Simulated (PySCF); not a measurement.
Which determinant of BeH lies lowest?

Unrestricted PBE0; PySCF, no relativity, basis sets Be def2-TZVPP, H def2-TZVPP. Outer shells of the fragments: Be 2s2; H 1s1.

Followed along the bond (rough minima from three points):

| 2Ms+1 | unpaired | ⟨S²⟩ at the start | R at minimum (Å) | Te (eV) |
| --- | --- | --- | --- | --- |
| 2 | σ ↑ | 0.75 | 1.36 | 0.00 |
| 4 | σ ↑↑, π ↑ | 3.75 | none in the scan | ≤ 5.31 |

Solutions found at the starting distance of 1.280 Å, counted from the lowest of them; the search is not exhaustive and high or unbound solutions are not listed, so other states can lie among these:

```csv
2Ms+1,unpaired,term,E (eV),⟨S²⟩,⟨Lz²⟩,μ (D)
2,σ ↑,²Σ⁺,0.00,0.75,0.00,-0.11
2,π ↑,²Π,2.32,0.78,1.00,-2.48
4,"σ ↑↑, π ↑",⁴Π,5.90,3.75,1.00,2.79
4,"σ ↑, π ↑↑",⁴Σ⁻,7.85,3.75,0.00,0.13
4,σ ↑↑↑,⁴Σ⁺,9.57,3.75,0.00,-1.08
```

A term symbol is given only where ⟨S²⟩ and ⟨Lz²⟩ are close to those of a pure state; real π, δ and φ orbitals otherwise mix terms. A positive dipole means Be(−)H(+).

Counting both spins, an empty level lies below a filled one in some of these solutions, because spin and occupation are held.
